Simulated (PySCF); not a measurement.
Ge(Vi)(OH)2(OEt), C₄H₁₀GeO₃, SMILES [Ge]([OH])([CH]=C)([O]CC)[OH], singlet, GFN2-xTB optimised geometry.

```
18

C     -1.26    -0.68    -2.71
C     -1.26    -1.04    -1.44
Ge    -0.40    -0.01     0.00
O      1.34    -0.01     0.00
O     -0.75     1.72     0.00
O     -1.01    -0.77     1.46
C     -0.59    -0.54     2.79
C     -1.72    -0.91     3.73
H     -0.79     0.23    -3.04
H     -1.74    -1.28    -3.47
H     -1.73    -1.96    -1.12
H      1.73     0.82    -0.26
H     -1.67     1.96     0.10
H     -0.30     0.51     2.93
H      0.29    -1.16     3.00
H     -2.01    -1.94     3.58
H     -2.59    -0.28     3.54
H     -1.41    -0.77     4.76
```

Density from B3LYP/def2-SVP (PySCF) at that geometry.

Minimum of the electron density along straight lines between bonded atoms, close to the bond critical point (lines longer than 1.1 times the sum of covalent radii, or with two minima, are not listed):

```tsv
bond	length / Å	ρ at the minimum / e bohr⁻³	∇²ρ there / e bohr⁻⁵	position (fraction from the first atom)
C1–C2	1.320	0.348	[?]	0.50
C2–Ge3	1.964	0.129	0.02	0.53
Ge3–O4	1.742	0.149	0.78	0.47
Ge3–O5	1.769	0.140	0.69	0.47
Ge3–O6	1.753	0.143	0.74	0.47
O6–C7	1.417	0.248	[?]	0.66
C7–C8	1.521	0.252	[?]	0.51
C1–H9	1.079	0.285	-1.10	0.64
C1–H10	1.080	0.283	-1.09	0.64
C2–H11	1.079	0.282	-1.08	0.64
O4–H12	0.956	0.355	-2.37	0.82
O5–H13	0.954	0.357	-2.36	0.81
C7–H14	1.096	0.282	-1.05	0.63
C7–H15	1.095	0.283	-1.07	0.63
C8–H16	1.087	0.278	-1.03	0.63
C8–H17	1.087	0.277	-1.02	0.63
C8–H18	1.087	0.277	-1.01	0.62
```

Question: Complete the blanks.

Answer: 
- C1–C2, ∇²ρ there / e bohr⁻⁵: -0.95
- O6–C7, ∇²ρ there / e bohr⁻⁵: -0.38
- C7–C8, ∇²ρ there / e bohr⁻⁵: -0.60
